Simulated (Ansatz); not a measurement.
Two isomers of C2H6ClNSi: A = `C/C=N\[SiH2]Cl`, B = `N/C=C/[SiH2]Cl`.

Gas-phase electronic energies from Ansatz, PBE0-D4/def2-TZVP geometries. CBS: MP2 limit from def2 TZ/QZ plus the TZ coupled-cluster correction, frozen cores. Double bonds are as drawn, so ΔE can hold a change between cis and trans. Functionals use def2-TZVPP. B3LYP here is the variant with VWN-RPA as its local correlation; programs differ in this. One conformer a species, not always the lowest.

(1) Which is lower in electronic energy at CCSD(T)/CBS, and by how much? (Estimate.)

(2) Give E(B) − E(A) in kJ/mol with CCSD(T)/def2-TZVPP, HF/def2-TZVPP, B3LYP-D4, MP2/def2-TZVPP, ωB97M-V, r2SCAN-D4, B3LYP. (Best estimate.)

Largest T1 diagnostic: 0.012.

Answers

(1) Computed: A, by 32.7 kJ/mol.

(2) The calculation gave: CCSD(T)/def2-TZVPP 35.4, HF/def2-TZVPP 40.1, B3LYP-D4 33.6, MP2/def2-TZVPP 32.1, ωB97M-V 30.5, r2SCAN-D4 27.4, B3LYP 31.3. None reverses the order clearly.

In def2-TZVPP, CCSD(T) changes the Hartree–Fock value by −4.8 kJ/mol (the triples alone add −0.5 kJ/mol) and MP2 by −8.0 kJ/mol.
